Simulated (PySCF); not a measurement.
methylammonium (CH₆N), SMILES C[NH3+], charge +1. Atoms are numbered in the order given.

```xyz
8

C      0.0000     0.0000    -0.7984
N      0.0000     0.0000     0.7093
H      0.0000    -1.0331    -1.1395
H      0.8947     0.5166    -1.1395
H     -0.8947     0.5166    -1.1395
H     -0.8254    -0.4766     1.0813
H      0.0000     0.9531     1.0813
H      0.8254    -0.4766     1.0813
```
Charge +1, spin multiplicity 1.

Geometry optimised at ωB97X-D3(BJ)/def2-TZVP.

The numbers are results of PySCF with M06-2X/def2-TZVPD, not measurements.

Isolated molecule, no solvent.

| Quantity | Value |
|---|---|
| total energy | -96.19609 hartree |
| point group | C3v |
| highest occupied level | -18.83 eV |
| lowest empty level | -5.08 eV |
| orbital gap | 13.74 eV |
| dipole moment about the centre of nuclear charge | 2.14 D |
| mean static polarisability | 20.1 bohr³ (2.98 Å³) |
| polarisability, principal values | 19.1, 19.1, 22.1 bohr³ |
